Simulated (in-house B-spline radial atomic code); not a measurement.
A calculation on neutral magnesium: its settings, and results tabulated from the run. Computed with a radial B-spline atomic code at the basis-set limit: non-relativistic Hartree-Fock, average of configuration, point nucleus, inside a hard spherical wall at 1.29 bohr.

Command:
```bash
python run_scf.py task.json out
```
Settings:
```
Z                12
configuration    [Ne] 3s1 3d1
hamiltonian      nr
method           hf
spin_polarised   False
wall_radius      1.29
```

Output (hartree, bohr):
```
 radial grid: 32 intervals, B-splines of order 8, outer radius 1.29 bohr

 iter        energy (Eh)    residual
    1       -177.6518935    1.87e-01
    2       -177.8768405    2.21e-02
    3       -177.8794470    9.51e-03
    4       -177.8798951    4.11e-03
    5       -177.8799864    5.26e-04
    6       -177.8799892    1.79e-05
    7       -177.8799892    6.23e-07
    8       -177.8799892    4.22e-09

 total energy                     -177.879989
 kinetic                            246.96060
 electron-nucleus                  -532.59533
 electron-electron                  107.75475

 orbital      occ     eigenvalue          <r>       <r^2>       <1/r>       <r^4>       r_max
 1s         2.000      -45.15310     0.131082   0.0231661     11.5701  0.00140633     0.08556
 2s         2.000       -0.93507     0.611172    0.422626     2.29074    0.256619      0.5508
 2p         6.000        0.71819     0.570934    0.378058     2.15741    0.222956      0.4937
 3s         1.000       10.45859     0.732208    0.638326     2.33707    0.593134       0.964
 3d         1.000        7.28339     0.784133    0.653299     1.37975    0.519055      0.8116
```

Cost of the run: 0.05 s on 1 thread of Arm Neoverse V1 (shared host).
